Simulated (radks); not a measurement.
Problem. Cd4+, 44 electrons, occupied as [Ar] 3d10 4p6 4d8 4f2 (not the ground configuration). All-electron calculation, Dirac Kohn-Sham, B86b exchange with PBE correlation, spin-unpolarised, spherical densities, finite nucleus; open shells fill j = l - 1/2 first; Fermi nuclear charge, rms radius 4.6087 fm. Program: a radial shooting solver on a logarithmic mesh with Libxc functionals. Some entries of the table are withheld. Estimate them.

orbital,occ.,eigenvalue (eV),<1/r> (bohr^-1),<r> (bohr)
1s1/2,2,-26593.28,50.65,0.03039
2s1/2,2,-4013.980,11.70,0.1312
2p1/2,2,-3742.553,11.68,0.1112
2p3/2,4,-3549.954,10.94,0.1164
3s1/2,2,-810.3895,4.110,0.3576
3p1/2,2,-701.5710,4.017,0.3489
3p3/2,4,-667.0816,3.838,0.3598
3d3/2,4,-474.5798,3.678,0.3318
3d5/2,6,-467.5603,3.632,0.3353
4s1/2,0,-175.2581,1.624,0.8574
4p1/2,2,-139.3383,1.517,0.9036
4p3/2,4,-132.9723,1.463,0.9296
4d3/2,4,-75.9314,1.224,1.081
4d5/2,4,-74.9815,1.211,1.090
5p1/2,0,-40.1831,0.5783,(1)
5p3/2,0,-39.1385,0.5625,(2)
5d3/2,0,(3),0.4353,2.978
5d5/2,0,(4),0.4327,2.995
4f5/2,2,-23.1142,0.5977,2.165
4f7/2,0,-23.0862,0.5959,2.170
5f5/2,0,-13.4777,0.3156,4.744
5f7/2,0,-13.4645,0.3151,4.750

Solution. 
(1) 5p1/2 <r> (bohr): 2.260
(2) 5p3/2 <r> (bohr): 2.315
(3) 5d3/2 eigenvalue (eV): -25.8596
(4) 5d5/2 eigenvalue (eV): -25.7224
